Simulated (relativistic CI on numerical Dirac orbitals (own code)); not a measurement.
# Crystal-field levels of Pm³⁺, 4f4

Calculated by Dirac-Coulomb-Breit CI, separate exchange-only KLI orbitals for each configuration, model QED (radiative potential, 1s self-energy scaled to tabulated hydrogen-like ionisation energies), valence Slater integrals scaled by 0.75, one configuration in a parametric crystal field (own radial code).

Field parameters in Wybourne normalisation; cubic f-shell fields have B⁴₄ = √(5/14) B⁴₀ and B⁶₄ = −√(7/2) B⁶₀. The field is a parameter set, without covalency.

S and J are read from ⟨S²⟩ = S(S + 1) and ⟨J²⟩ = J(J + 1) of each level; they are not fictitious spins.

D3h, B20 = 790, B40 = -50, B60 = -500, B66 = 200 cm⁻¹, the lowest 16 levels:

| E (cm⁻¹) | Degeneracy | S | J |
| --- | --- | --- | --- |
| 0.0 | 2 | 1.97 | 4.00 |
| 19.3 | 2 | 1.97 | 4.00 |
| 59.8 | 1 | 1.97 | 4.00 |
| 101 | 1 | 1.97 | 4.01 |
| 159 | 2 | 1.97 | 4.00 |
| 169 | 1 | 1.97 | 4.01 |
| 1484 | 1 | 1.99 | 5.00 |
| 1502 | 2 | 1.99 | 5.00 |
| 1536 | 2 | 1.99 | 5.00 |
| 1570 | 1 | 1.99 | 4.99 |
| 1570 | 2 | 1.99 | 5.00 |
| 1573 | 1 | 1.99 | 5.00 |
| 1643 | 2 | 1.99 | 5.00 |
| 3077 | 1 | 1.99 | 6.00 |
| 3088 | 2 | 1.99 | 6.00 |
| 3116 | 2 | 1.99 | 6.00 |

Oh, B40 = -2170, B60 = -390 cm⁻¹, the lowest 10 levels:

```csv
E (cm⁻¹),Degeneracy,Irrep,S,J
0.0,2,E,1.97,4.02
38.6,3,T1,1.97,4.03
124,1,A1,1.97,4.01
395,3,T2,1.97,4.00
1519,3,T1,1.99,5.02
1628,3,T2,1.99,5.02
1731,2,E,1.99,4.99
1775,3,T1,1.99,4.99
3121,2,E,1.99,6.02
3139,3,T2,1.99,6.01
```

Oh, B40 = 600, B60 = 670 cm⁻¹, the lowest 16 levels:

```tsv
E (cm⁻¹)	Degeneracy	Irrep	S	J
0.0	1	A1	1.97	4.02
85.0	3	T2	1.97	4.02
175	3	T1	1.97	4.06
402	2	E	1.97	4.02
1633	3	T2	1.99	5.01
1673	2	E	1.99	5.02
1683	3	T1	1.99	5.00
1779	3	T1	1.98	5.00
3221	1	A2	1.99	6.00
3241	3	T2	1.99	6.00
3255	3	T1	1.99	6.00
3260	1	A1	1.99	6.00
3340	3	T2	1.99	6.01
3341	2	E	1.99	6.00
4884	1	A2	1.98	7.00
4888	3	T2	1.98	7.01
```

The next free-ion level lies 1477 cm⁻¹ above the lowest; the field splits the ground level into components whose J stays near 4 as long as their spread is small against that gap.

Levels of this model without a field, named by their leading LS term (the scale mimics covalency, so terms lie below those of the real free ion): 5I_4 0, 5I_5 1477, 5I_6 3067, 5I_7 4718, 5I_8 6396, 5F_1 12238, 5F_2 12646, 5F_3 13513 cm⁻¹.
